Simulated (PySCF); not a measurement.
C3H12OSi2, SMILES CCCO[SiH2][SiH3].

The structure is a stationary point at PBE-D3(BJ)/def2-SVP. Other conformers were not sampled.

Two levels are set side by side: PBE/def2-TZVP (PySCF) and r2SCAN/def2-TZVP (PySCF). Same geometry, gas phase. Differences are taken from unrounded values.

```csv
quantity,r2SCAN
orbital gap (eV),6.04
highest occupied level (eV),-6.86
lowest empty level (eV),-0.82
dipole moment (D),1.03
```

Task: What does PBE give, and how far is it from r2SCAN? (An estimate is asked for; the answer gives what the named calculation found.)

Result: 
| quantity | PBE | PBE minus r2SCAN |
|---|---|---|
| orbital gap (eV) | 5.42 | -0.62 |
| highest occupied level (eV) | -6.54 | 0.33 |
| lowest empty level (eV) | -1.12 | -0.29 |
| dipole moment (D) | 1.00 | -0.03 |

Rough cost on one machine, each run with all the roots and properties that it gave: r2SCAN against PBE about 2 times.
